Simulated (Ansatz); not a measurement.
Start from `NC([TeH])[SiH2]F` and change one atom or group to get `NC[SiH2]F`.

Ansatz, PBE0-D4/def2-TZVP geometries, multiplicity 1. Each molecule was computed in one conformer, which needn't be the lowest.

Elements past krypton have def2 core potentials.

```json
{"property": "HOMO energy (PBE0/def2-TZVPP) / eV", "`NC([TeH])[SiH2]F`": "-6.38"}
{"property": "HOMO energy (B3LYP/def2-TZVPP) / eV", "`NC([TeH])[SiH2]F`": "-6.16"}
{"property": "size of the dipole moment (B3LYP/def2-TZVPP) / D", "`NC([TeH])[SiH2]F`": "1.79"}
{"property": "LUMO energy (B3LYP/def2-TZVPP) / eV", "`NC([TeH])[SiH2]F`": "-1.28"}
{"property": "HOMO–LUMO gap (PBE/def2-TZVPP) / eV", "`NC([TeH])[SiH2]F`": "3.47"}
{"property": "HOMO–LUMO gap (PBE0/def2-TZVPP) / eV", "`NC([TeH])[SiH2]F`": "5.31"}
```

Give the same properties after the change, and the shifts. (Best estimate.)

Computed: 
| property | `NC[SiH2]F` | shift |
| --- | --- | --- |
| HOMO energy (PBE0/def2-TZVPP) / eV | -7.17 | -0.79 |
| HOMO energy (B3LYP/def2-TZVPP) / eV | -6.94 | -0.78 |
| size of the dipole moment (B3LYP/def2-TZVPP) / D | 2.31 | 0.52 |
| LUMO energy (B3LYP/def2-TZVPP) / eV | 0.04 | 1.32 |
| HOMO–LUMO gap (PBE/def2-TZVPP) / eV | 5.13 | 1.66 |
| HOMO–LUMO gap (PBE0/def2-TZVPP) / eV | 7.48 | 2.17 |

With PBE0 the HOMO falls by 0.79 eV and the LUMO rises by 1.38 eV, so the gap widens by about 2.17 eV. PBE moves the HOMO by -0.38 eV and ωB97M-V by -1.07 eV. Dipoles are sizes alone; their direction can turn.

B3LYP here is the variant with VWN-RPA as its local correlation; programs differ in this.

Spin–orbit coupling is left out; it splits and shifts lone-pair levels of the heavy atoms by tenths of an eV.
